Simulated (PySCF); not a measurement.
# What a mistake does to a calculation on B2FH3Si

These are calculations, not measurements. They come from PySCF 2.14.0, an open-source quantum chemistry program, on an isolated molecule that a program drew, which may never have been made. The molecule is B2FH3Si (charge 0, singlet), drawn as the SMILES string `BB[Si]F`.

Each row is a Hartree-Fock (HF) and frozen-core CCSD(T) single point in the cc-pV(D+d)Z basis, meant for a local HF minimum. Run 1 is clean. Each other run has one planted mistake out of seven kinds, and not every kind appears here: one electron removed, one electron added, multiplicity raised by two, geometry at a saddle point, minimal basis STO-3G, one bond length entered in bohr, all coordinates scaled. The reference is restricted for singlets and unrestricted otherwise, and also for a bond in bohr. Adding or removing an electron swaps singlet and doublet. Electrons count all cores. HOMO and LUMO are orbital energies over both spins, the gradient is its largest component, and the lowest frequency (negative if imaginary) is given only where the gradient is small. Bond lengths are over the 6 bonds as drawn. T1 is the CCSD diagnostic: over 0.02 (restricted) or 0.045 (unrestricted) a single reference is doubtful.

Geometry of the clean run:
```xyz
7
B2FH3Si, angstrom
B     1.6020   -3.2932    1.5420
B     1.3955   -1.6999    1.0996
Si    0.4722   -0.9408   -0.5903
F    -1.0075   -0.7698    0.1003
H     2.5600   -3.9233    1.1752
H     0.7933   -3.8663    2.2229
H     1.8498   -0.8403    1.8193
```

| run | electrons | basis functions | <S^2> | HOMO (eV) | LUMO (eV) | gradient (hartree/bohr) | lowest frequency (cm^-1) | mean bond (Å) | longest bond (Å) | T1 | HF (hartree) | CCSD(T) (hartree) | mistake |
|---|---|---|---|---|---|---|---|---|---|---|---|---|---|
| 1 | 36 | 80 | 0.000 | -8.66 | 0.83 | 2.0e-05 | 90 | 1.4990 | 2.070 | 0.0187 | -439.44152 | -439.92285 | no fault |
| 2 | 35 | 80 | 0.787 | -17.05 | -6.71 | 4.4e-02 | - | 1.4990 | 2.070 | 0.0236 | -439.16037 | -439.61540 | one electron removed |
| 3 | 36 | 27 | 0.000 | -5.66 | 6.16 | 2.4e-02 | - | 1.4990 | 2.070 | 0.0219 | -434.04361 | -434.20380 | minimal basis STO-3G |
| 4 | 37 | 80 | 0.778 | -0.66 | 6.39 | 3.6e-02 | - | 1.4990 | 2.070 | 0.0647 | -439.43699 | -439.92958 | one electron added |
| 5 | 36 | 80 | 2.021 | -7.61 | 0.14 | 1.8e-02 | - | 1.4990 | 2.070 | 0.0234 | -439.40619 | -439.86318 | multiplicity raised by two |
| 6 | 36 | 80 | 1.078 | -8.32 | 0.32 | 1.5e-02 | - | 1.7425 | 3.103 | 0.0522 | -439.31124 | -439.75384 | ? |

**Which mistake was planted in run 6, and what did it cost?**

The mean bond changes by a factor of 1.162 and the longest by 1.499, so the molecule wasn't scaled as a whole. A length L in bohr read as angstrom grows by (1/0.5292 - 1) L = 0.890 L. The 6 bonds together grew by 6 x 0.2435 = 1.461 Å, which gives L = 1.642 Å. That is bond Si3-F4, 1.642 Å in the clean geometry. So the mistake is: one bond length entered in bohr. Subtracting run 1 and multiplying by 627.51 kcal/mol a hartree, the energy moved by 81.8 kcal/mol in HF and 106.1 kcal/mol in CCSD(T).

Cautions from the logs. Run 3: T1 is over the limit, so its CCSD(T) energy is less reliable; run 4: T1 is over the limit, so its CCSD(T) energy is less reliable; run 6: T1 is over the limit, so its CCSD(T) energy is less reliable.
